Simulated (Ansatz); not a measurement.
`O[SiH]1[CH2][SnH2]1` → C• + 6 H• + O• + Si• + Sn•  (atomization)

Computed with Ansatz on PBE0-D4/def2-TZVP structures; ΔE is electronic, products minus reactants. CBS: MP2 limit from def2 TZ/QZ plus the TZ coupled-cluster correction, frozen cores. This one scheme is used for every species, atoms too. Functionals use def2-TZVPP. B3LYP here is the variant with VWN-RPA as its local correlation; programs differ in this. Open shells (•) are unrestricted, without spin–orbit coupling. Spin–orbit coupling would lower the free atoms: a little for C, O, Si; strongly for Sn. def2 core potentials past Kr. For Sn outer-core shells are correlated without core-valence functions, so the limit isn't a true one: a few kJ/mol of doubt a bond, and 10 to 20 or more in all where bonds break to atoms. Each species was taken in one conformer, which may not be the lowest.

`O[SiH]1[CH2][SnH2]1`:

Cartesian coordinates in Å:
```
O -1.730 -0.169 -1.522
Si -0.435 -0.674 -0.651
C 0.962 0.490 -0.492
Sn 0.137 0.194 1.604
H -2.574 -0.591 -1.355
H -0.097 -2.102 -0.883
H 0.789 1.519 -0.802
H 1.970 0.154 -0.718
H 1.281 -0.548 2.624
H -0.303 1.728 2.195
```

```json
{"level": "PBE-D4", "ΔE (kJ/mol)": "3221.4", "difference from CCSD(T)/CBS": "2.8"}
{"level": "r2SCAN-D4", "ΔE (kJ/mol)": "3203.0", "difference from CCSD(T)/CBS": "-15.6"}
{"level": "PBE0-D4", "ΔE (kJ/mol)": "3171.7", "difference from CCSD(T)/CBS": "-46.9"}
{"level": "B3LYP-D4", "ΔE (kJ/mol)": "3175.2", "difference from CCSD(T)/CBS": "-43.4"}
{"level": "ωB97M-V", "ΔE (kJ/mol)": "3195.4", "difference from CCSD(T)/CBS": "-23.2"}
{"level": "B2PLYP", "ΔE (kJ/mol)": "3141.9", "difference from CCSD(T)/CBS": "-76.7"}
{"level": "B3LYP", "ΔE (kJ/mol)": "3139.1", "difference from CCSD(T)/CBS": "-79.5"}
{"level": "SCS-MP2/def2-TZVPP", "ΔE (kJ/mol)": "3132.8", "difference from CCSD(T)/CBS": "-85.8"}
{"level": "CCSD/def2-TZVPP", "ΔE (kJ/mol)": "3068.5", "difference from CCSD(T)/CBS": "-150.1"}
{"level": "MP2/def2-QZVPP", "ΔE (kJ/mol)": "3198.9", "difference from CCSD(T)/CBS": "-19.7"}
{"level": "CCSD(T)/CBS", "ΔE (kJ/mol)": "3218.6", "difference from CCSD(T)/CBS": "0"}
```

Largest T1 diagnostic among the species: 0.014.

From PBE to PBE0 (25 % exact exchange), in def2-TZVPP and without D4, ΔE moves by −46.4 kJ/mol: exact exchange takes away binding that semilocal exchange gives to molecules. In def2-TZVPP, CCSD(T) changes the Hartree–Fock value by +875.2 kJ/mol (the triples alone add +52.9 kJ/mol) and MP2 by +894.6 kJ/mol; breaking electron pairs costs correlation energy, which Hartree–Fock lacks. The D4 term adds +36.0 kJ/mol with B3LYP and +18.8 kJ/mol with PBE0; it sums over pairs of atoms, weighted by their polarisabilities, and B3LYP, whose exchange is more repulsive, gets the larger term.

For atomizations the MP2-based limit and the directly extrapolated one differ by several kJ/mol either way, and by 10 to 25 for some Ge, Se and Sn compounds, so smaller differences from it don't rank the levels.
